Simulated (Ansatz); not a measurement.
**Two-coordinate energy map**

BNH2BrF (SMILES NB(F)Br), closed shell, PBE0-D4/def2-TZVP minimum:

| atom | x (Å) | y (Å) | z (Å) |
| --- | --- | --- | --- |
| N1 | 0.0514 | 0.7765 | 0.1106 |
| B2 | 0.0419 | -0.6070 | 0.0352 |
| F3 | 0.5595 | -1.3472 | 1.0061 |
| Br4 | -0.7260 | -1.5121 | -1.4877 |
| H5 | -0.3325 | 1.3629 | -0.6075 |
| H6 | 0.4477 | 1.2629 | 0.8970 |

Rows set the angle Br4–B2–F3 (°; 118.1 at the minimum), columns the dihedral angle H5–N1–B2–F3 (°; -180.0), set in this order; the parts move rigidly, in a bend the first-named atom's side turns in the plane, and in a torsion the whole end group turns. CCSD(T) energies count from the value at that structure, in kJ/mol. Ansatz 0.2.0; basis: def2-TZVPP; cores frozen in the correlated methods. Filled d shells of the heavier atoms are correlated. The def2 sets are not built for correlating such inner shells, so the correlated values are less sure here.

| Br4–B2–F3 \ H5–N1–B2–F3 | -151.1 | -106.1 | -61.1 | -16.1 |
| --- | --- | --- | --- | --- |
| 100.1 | 60.0 | 118.1 | 103.8 | 48.7 |
| 109.1 | ? | 91.8 | 76.1 | 16.5 |
| 118.1 | 19.9 | 89.0 | 71.5 | ? |
| 127.1 | ? | 108.1 | 88.5 | ? |
| 136.1 | 66.9 | 151.3 | 129.2 | 51.0 |

Question: Fill in the withheld cells. (To be estimated.)

Answer: Computed: (109.1, -151.1): 28.8; (118.1, -16.1): 6.5; (127.1, -151.1): 31.7; (127.1, -16.1): 17.1 kJ/mol. These count from the CCSD(T) energy at the PBE0-D4 minimum.

The same grid for a cheaper method: HF − CCSD(T), both counted from the minimum, in kJ/mol:
| Br4–B2–F3 \ H5–N1–B2–F3 | -151.1 | -106.1 | -61.1 | -16.1 |
| --- | --- | --- | --- | --- |
| 100.1 | 0.9 | -0.8 | 0.0 | 1.0 |
| 109.1 | -0.5 | -2.2 | -1.4 | -0.5 |
| 118.1 | 0.2 | -1.8 | -0.8 | 0.1 |
| 127.1 | 2.8 | 0.7 | 1.8 | 2.8 |
| 136.1 | 7.9 | 5.4 | 6.7 | 7.9 |

No T1 diagnostic of these runs exceeds 0.011.

For scale, one of the runs: CCSD(T)/def2-TZVPP, 169 basis functions (an equivalent command: `ansatz run in.yaml --threads 4`). The run took 15 s on 4 CPU threads (shared host), with 1.6 GiB of host memory at its peak.
